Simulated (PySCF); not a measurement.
Level of theory: TPSSh-D3(BJ)/def2-TZVP // TPSS-D3(BJ)/def2-SVP (PySCF 2.14.0). Gas-phase values, no solvent. 

Reference species: [Ti(Br)2(H)2] (neutral, multiplicity 1).

```
Quantity                                                        Value
------------------------------------------------------------  -------
charge on the central atom (meta-Löwdin)                       1.04 e
mean distance from the central atom to its bonded neighbours  2.004 Å
```

Changed species: [Ti(Br)4] (0 of 4 Br replaced by H; the reference has 2 of 4 Br replaced by H).

**Question.** What does the change do to the charge on the central atom (meta-Löwdin) and mean distance from the central atom to its bonded neighbours?

**Answer.** the charge on the central atom (meta-Löwdin) hardly moves; the mean distance from the central atom to its bonded neighbours goes up by 0.322 Å, to 2.326 Å.
